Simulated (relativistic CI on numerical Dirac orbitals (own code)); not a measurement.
**Sensitivity of the levels of Au⁸⁺ to α and to the nuclear radius**

Calculated at this level of theory: Dirac-Coulomb-Breit CI, KLI orbitals optimised for each configuration, derivatives by finite differences, unscaled Slater integrals, QED left out (own radial code, finite nucleus).

CI space (outside the closed core [Kr] 4d10 4f14 5s2): 5p6 5d3, 5p6 5d2 6s, 5p6 5d2 5f, 5p6 5d 6s2, 5p5 5d4, 5p6 5d2 6p, 5p6 5d 5f2, 5p6 5d 6s 6p. Levels of other configurations are missing.

With x = (α/α₀)² − 1 an excitation energy changes as ω = ω₀ + qx; K = 2q/ω₀ is the relative enhancement. Terms are leading LS components, so labels can repeat. The field-shift factor is F = δν/δ⟨r²⟩ for the transition from the lowest level.

Lowest level 5p6 5d3 4F_3/2.

```csv
Level,ω₀ (cm⁻¹),q (cm⁻¹),F (GHz/fm²)
5p6 5d3 4F_5/2,11350.8,14690,1.08
5p6 5d3 4F_7/2,19485.1,19820,1.63
5p6 5d3 4P_3/2,22268.8,10050,1.79
5p6 5d3 4F_9/2,24034.1,18080,1.65
5p6 5d3 4P_1/2,26086.6,13050,1.97
5p6 5d3 2G_7/2,37046.5,25940,2.67
5p6 5d3 2H_9/2,38890.8,28990,2.57
5p6 5d3 4P_5/2,39040.0,24720,2.35
5p6 5d3 2D_3/2,44338.8,29340,3.31
5p6 5d3 2P_1/2,46526.0,29610,4.77
5p6 5d3 2H_11/2,51043.3,30960,2.92
5p6 5d3 2D_5/2,54550.4,32540,3.89
5p6 5d3 2G_9/2,60321.5,46050,4.45
5p6 5d3 2F_5/2,60485.4,23280,3.45
5p6 5d3 2F_7/2,62629.0,28570,3.89
5p6 5d3 2P_3/2,64745.3,43800,6.14
5p6 5d3 2D_3/2,89577.5,33700,4.34
5p6 5d3 2D_5/2,92046.5,40790,5.11
5p6 5d2 6s 4F_3/2,222674.1,-81010,171
5p6 5d2 6s 4F_5/2,227122.4,-78490,169
5p6 5d2 6s 4F_7/2,240344.4,-63220,172
5p6 5d2 6s 4P_1/2,246971.9,-76010,171
5p6 5d2 6s 2F_5/2,247057.2,-63610,165
```

At this charge configurations can still be misplaced by up to about 7 % of their energy. Terms inside the open d or f shell come out 10 to 20 % too wide with unscaled integrals. Levels and lines within the n = 5 or 6 shells can be off by up to 10 % or somewhat more, and those that change n by about 2 %, since core polarisation is missing.

Q: Which transition from the lowest level has the largest |K|?

A: 5p6 5d3 4F_5/2 at 11350.8 cm⁻¹, K = 2.59.
